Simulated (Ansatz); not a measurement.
Breaking the Ge1–F3 bond in FGeH (SMILES [F][GeH]) (multiplicity 1 held, fragments rigid). Energies count from the point at 1.770 Å.
Geometry at that point (charge 0, multiplicity 1):
| atom | x (Å) | y (Å) | z (Å) |
|---|---|---|---|
| Ge | -0.1137 | -0.2269 | 0.2808 |
| H | -0.9845 | -1.0535 | -0.7992 |
| F | 0.5137 | 0.9238 | -0.9095 |

Restricted levels (R-, RO-) in cc, def2 and unpolarised 6-31G sets keep to the state of the molecule at rest. U- levels take the lowest unrestricted solution at each point, which mixes spins at long bonds. Curves can end on different states.

Cores are frozen in the correlated methods. Filled d and f shells under p-block atoms count as core.

The values were computed with Ansatz (Gaussian basis) for Hartree–Fock, density functionals and correlated methods. Values without a source in brackets are computed.

Energies in kcal/mol.

```tsv
R (Å)	R-PBE/cc-pVTZ	R-r2SCAN/cc-pVTZ	R-wB97X-V/cc-pVTZ	U-MP2/cc-pVTZ	U-CCSD(T)/cc-pVTZ
1.416	71.1	___	66.4	68.0	68.0
1.593	12.7	10.0	10.1	10.6	10.5
1.770	0.0	0.0	0.0	0.0	0.0
1.948	5.5	7.7	8.0	7.8	8.1
2.125	17.8	21.7	22.7	22.2	22.6
2.390	38.7	44.6	47.0	46.7	46.6
2.656	57.9	65.1	69.4	95.3	71.1
3.098	82.2	91.1	99.4	121.6	101.2
3.541	98.0	108.1	121.2	127.0	116.5
4.072	109.5	___	139.7	128.8	121.5
4.780	117.6	___	155.7	129.2	121.8
5.665	122.2	133.3	167.2	129.3	121.9
```

Question: Some entries are withheld; supply them.

Answer: 
- 1.416, R-r2SCAN/cc-pVTZ: 65.5
- 4.780, R-r2SCAN/cc-pVTZ: 128.7
- 4.072, R-r2SCAN/cc-pVTZ: 120.3

Doubts at one or more of the structures used: a restricted determinant that unrestricted orbitals would lower (R-PBE/cc-pVTZ, R-r2SCAN/cc-pVTZ, R-wB97X-V/cc-pVTZ); a spin-contaminated determinant (U-MP2/cc-pVTZ, U-CCSD(T)/cc-pVTZ); T1 above 0.05 (U-CCSD(T)/cc-pVTZ).

Ansatz is an electronic-structure program.
